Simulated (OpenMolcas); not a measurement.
Sn I: from CASSCF to CASPT2

```json
{
  "Program": "OpenMolcas 26.06",
  "Basis": "ANO-RCC-VQZP [8s7p5d3f2g]",
  "Scalar Hamiltonian": "DKH2, point nucleus",
  "Active space": "4 electrons in 4 orbitals (5s 5p)",
  "State averaging": "2S+1 = 3 even, 3 roots; 2S+1 = 1 even, 6 roots; 2S+1 = 5 odd, 1 root; 2S+1 = 3 odd, 5 roots",
  "Spin-orbit coupling": "state interaction with AMFI integrals over the reference wave functions, term energies averaged over their components"
}
```

Methods on the same reference wave functions:
A. CASSCF
B. SS-CASPT2, IPEA 0.25 Eh, imaginary shift 0.1 Eh (closed shells correlated: 4d)

Energies in cm-1 above 5s2 5p2 3P0, the measured ground level; measured values from NIST Handbook of Basic Atomic Spectroscopic Data.

```csv
Level,A,B,Measured
5s2 5p2 3P0,0.0,0.0,0.0
5s2 5p2 3P1,1469,1486,1692
5s2 5p2 3P2,3184,3040,3428
5s2 5p2 1D2,10480,7940,8613
5s2 5p2 1S0,17488,16930,17162
5s 5p3 5S* 2,28027,38470,39626
```

Deviations, from unrounded energies. A percentage is the sum of absolute deviations over the sum of measured energies, with the sign that they share, or ± where signs differ.

```
                        Against measurement  Levels      A      B
             mean absolute deviation (cm-1)       5   2900    530
      fine structure of the ground term (%)       2   -9.1  -11.5
other terms of the ground configuration (%)       2   +8.5   -3.5
                   other configurations (%)       1  -29.3   -2.9
```

B lies closest to measurement on these levels. The largest miss of B in the table is 5s 5p3 5S* 2, by -1200 cm-1. The ranking rests on the paired levels alone, and a cruder setting can come out closer through cancelling errors.

From A to B the spin-free energies of the other terms of 5s2 5p2 shown, above 3P, scale by factors of 0.65 to 0.96.

The lowest spin-free term lies below A's lowest term by 0.491 hartree in B.

Term energies are means over components that CASPT2 splits; among the terms shown or strongly mixed into the levels shown the widest spread is 110 cm-1 (5s2 5p2 1D, B). Over all roots computed the reference weight is 0.84 to 0.93 in B; the roots of lowest weight are the least certain, and an intruder state may touch them. Terms of s pⁿ other than that of highest spin mix with s² pⁿ⁻² d, which this space lacks; all of them can be thousands of cm-1 off, and some have no real level of that name. Computed and measured levels are paired by configuration, term and J; levels that our copy of the source lacks, or whose pairing is in doubt (as where it misses far off the trend of its configuration), stay unpaired and out of the deviations. Only configurations of the active space appear. Levels that lie high or do not pair safely by name in every column are left out.

* marks odd parity.
